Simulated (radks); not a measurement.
Species: Be IV. Configuration: 2p1 (not the ground configuration). Method: scalar-relativistic Kohn-Sham, BLYP, spin-polarised, spherical densities, point nucleus; open shells are filled with parallel spins first; computed with a radial shooting solver on a logarithmic mesh with Libxc functionals.

Unscreened Slater integrals over Kohn-Sham orbitals (eV). They are taken over the spin-up orbitals. Empty in this configuration: 1s.

integral    value
F0(2p,2p)  19.763
F2(2p,2p)  9.5702
F0(2p,1s)  26.341
G1(2p,1s)  5.8600
F0(1s,1s)  65.720

Derived for the open shells (J is the average intra-shell exchange parameter used in DFT+U). 2p: J = F2/5 = 1.914 eV.
